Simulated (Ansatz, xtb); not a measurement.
B2H5NO: which of two isomers lies lower

Structure X is `BNBO`, a singlet and structure Y is `BOBN`, a singlet. Both are isolated molecules in the gas phase, relaxed with BLYP-D3(BJ)/def2-SVP; the shapes shown needn't be the lowest conformers.

X (Å):

```csv
atom,x (Å),y (Å),z (Å)
B,0.9296,1.1611,1.6200
B,0.8367,-0.8438,-0.0007
N,1.4730,0.0150,0.9981
O,-0.4207,-0.6125,-0.4610
H,-0.1988,1.5158,1.3220
H,1.5687,1.7865,2.4373
H,2.4228,-0.2600,1.2674
H,1.4361,-1.7992,-0.4444
H,-0.8227,0.1789,-0.0447
```

Y (Å):

```xyz
9

B    -0.8815   -1.5824   -1.1843
B     0.0951   -0.7819    1.1001
N     0.4914    0.5531    1.2830
O    -0.0316   -1.3028   -0.1777
H    -0.4387   -2.1477   -2.1662
H    -2.0557   -1.2614   -1.1016
H    -0.0909   -1.5052    2.0564
H     0.6711    1.1967    0.5099
H     0.6421    0.9558    2.2071
```

Energies in hartree; the thermal terms are from BLYP-D3(BJ)/def2-SVP harmonic frequencies (ideal gas, rigid rotor, one conformer each, 298.15 K, 1 atm) and include the zero-point energy:

|  | X | Y |
| --- | --- | --- |
| E, CCSD(T)/def2-TZVP | −182.481977 | −182.482190 |
| zero-point energy | 0.065401 | 0.063834 |
| H(298 K) − E | 0.071262 | 0.070572 |
| G(298 K) − E | 0.038539 | 0.035383 |

Problem. Work out ΔE, ΔE₀, ΔH and ΔG for X → Y in kJ/mol (1 Eh = 2625.50 kJ/mol) and the equilibrium ratio [Y]/[X].

Solution. 1. ΔE = −182.482190 − (−182.481977) = −0.000213 Eh = −0.56 kJ/mol.
2. ΔE₀ = ΔE + ΔZPE = −0.000213 + (−0.001567) Eh = −4.67 kJ/mol.
3. ΔH = ΔE + (−0.000690) Eh = −2.37 kJ/mol.
4. ΔG = ΔE + (−0.003156) Eh = −8.85 kJ/mol, so ΔS = (ΔH − ΔG)/T = +21.7 J/(mol K).
5. kT = 0.9442 mEh, so K = [Y]/[X] = exp(−ΔG/kT) = exp(+3.57) ≈ 35.

Structure Y is favoured at this temperature. An error of 4 kJ/mol in ΔG would change K by a factor of 5. Mirror images and further conformers aren't counted.

As drawn, Y has 1 B–O, 1 N–H in place of 1 B–N, 1 O–H.

Other levels gave ΔE = −34.9 (GFN2-xTB); −13.2 (HF/STO-3G, GFN2-xTB geometries); +2.6 (r2SCAN-D4/def2-SVP, GFN2-xTB geometries); −7.9 (BLYP-D3(BJ)/def2-SVP); −11.6 (HF/def2-TZVP); −0.2 (MP2/def2-TZVP) kJ/mol. The correlated steps freeze 4 core orbitals. Programs: Ansatz 0.2.0, xtb 6.7.1.
